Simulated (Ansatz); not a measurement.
A run for Ansatz (a first-principles code): U-CCSD(T)/cc-pVTZ on CH6GaN (SMILES C[NH][GaH2]), a point of a bond scan (R = 0.807 Å). The run froze 16 orbitals, filled d shells among them.

Ansatz 0.2 input:
```yaml
crystal:
  periodic: [false, false, false]
  atoms:
    - {symbol: Ga, position_ang: [-0.38552085, 0.59219483, 0.38547984]}
    - {symbol: H, position_ang: [-0.35620831, 1.04055650, 1.88089773]}
    - {symbol: H, position_ang: [-1.21326902, 1.21780911, -0.78284021]}
    - {symbol: N, position_ang: [0.66953217, -0.82999472, -0.05613421]}
    - {symbol: C, position_ang: [0.83297337, -1.44977301, -1.35901371]}
    - {symbol: H, position_ang: [1.11340561, -1.18218129, 0.51874185]}
    - {symbol: H, position_ang: [0.53149662, -2.50342095, -1.35711350]}
    - {symbol: H, position_ang: [1.86866607, -1.40063125, -1.71396656]}
    - {symbol: H, position_ang: [0.21152158, -0.93352423, -2.09229175]}
basis:
  gaussian:
    orbitals: cc-pVTZ
correlation: {method: ccsd_t, electrons: outside_noble_gas}
scf: {omitted_lower_state_checks: [cluster_reference]}
magnetization: {spin_polarized: true, initial_magnetization: 0}
```

Program output:

```
WARN ansatz: RAYON_NUM_THREADS=1 ignored (pool sized by the plan → 1); use --threads N
Functional definition: HF
these checks for a lower state are left out or cut short: cluster_reference
integrals: 1.11 GiB planned
1080 factors; integrals over basis functions are off by at most 1.6e-3 eV
mean field: 0.78 GiB planned
mean field evaluation 1: about -54938.3274 eV, gradient 2.8e1 eV
mean field evaluation 2: about -54938.3307 eV, gradient 2.8e1 eV
mean field evaluation 4: about -54941.8268 eV, gradient 2.4e0 eV
mean field evaluation 8: about -54941.8696 eV, gradient 1.6e-4 eV
mean field -54941.86961433 eV, -2019.0764673898 hartree, gradient 1.7e-6 eV, S^2 0.000000; 0 other end points of the search recorded, 0 dependent functions left out
16 core orbitals not correlated
reference -54941.86961433 eV, -2019.0764673898 hartree; 9, 9 occupied and 162, 162 virtual orbitals, 1080 factors
second order -12.92523784 eV of doubles, -0.00000000 eV of singles
coupled cluster: 1.38 GiB planned
cycle   1  -13.43228694 eV  change   -5.1e-1 eV  update   7.9e-2
cycle   2  -13.77949624 eV  change   -3.5e-1 eV  update   2.5e-2
cycle   3  -13.85797129 eV  change   -7.8e-2 eV  update   1.4e-2
cycle   4  -13.85380575 eV  change    4.2e-3 eV  update   4.6e-3
cycle   5  -13.85304078 eV  change    7.6e-4 eV  update   2.7e-3
cycle   6  -13.85310417 eV  change   -6.3e-5 eV  update   8.4e-4
cycle   7  -13.85291197 eV  change    1.9e-4 eV  update   2.4e-4
cycle   8  -13.85294909 eV  change   -3.7e-5 eV  update   7.4e-5
cycle   9  -13.85295592 eV  change   -6.8e-6 eV  update   1.9e-5
perturbative correction -0.48722906 eV, -0.0179053376 hartree
Total energy: -54956.20979931 eV, -2019.6034594677 hartree
Checks for a lower state left out: cluster_reference
```

Self-consistency was reached.

Cost: roughly 4 core-minutes.
